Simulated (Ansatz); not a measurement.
The same path of C2H7GaO2 (12 atoms, charge 0, multiplicity 1) was run twice with different band settings. The coordinate that changes most is the angle Ga4–O5–H12.

The calculation used RKS B3LYP-D4/def2-SVP in Ansatz 0.2.0.

Relaxed end points:

```xyz
12
Properties=species:S:1:pos:R:3
C -0.707 0.956 1.511
O 0.405 1.330 0.752
C 0.384 0.806 -0.559
Ga 0.666 -1.173 -0.634
O 0.095 -1.905 -2.176
H -0.803 -0.152 1.587
H -0.586 1.362 2.526
H -1.656 1.340 1.083
H 1.214 1.277 -1.111
H -0.549 1.076 -1.096
H 1.351 -2.121 0.423
H 0.263 -2.852 -2.271
```

```xyz
12
Properties=species:S:1:pos:R:3
C -0.714 0.928 1.472
O 0.397 1.297 0.708
C 0.408 0.707 -0.575
Ga 0.761 -1.273 -0.506
O 0.275 -2.326 -1.884
H -0.781 -0.177 1.598
H -0.615 1.383 2.468
H -1.667 1.268 1.016
H 1.236 1.173 -1.138
H -0.523 0.934 -1.136
H 1.493 -2.076 0.622
H -0.191 -1.892 -2.610
```

Common settings: movable images 5; climbing image yes; optimiser quadratic models (default); start path IDPP; force threshold 0.05 eV/Å; iteration limit 60; end points relaxed.

| run | spring |
| --- | --- |
| 1 | 5.0 eV/Å² |
| 2 | 0.1 eV/Å² |

Q: What does each run give, and how far can it be trusted?

A: Run 1: converged after 5 iterations, highest image 0.344 eV above the first end. A vibrational analysis at the climbing image gives 2 clearly imaginary modes (622i, 363i cm⁻¹): a point of higher order, so a lower path passes nearby.
Run 2: converged after 5 iterations, highest image 0.344 eV above the first end. Another band between the same ends (5 images) ends at a top of the same energy, where a vibrational analysis finds 2 clearly imaginary modes.
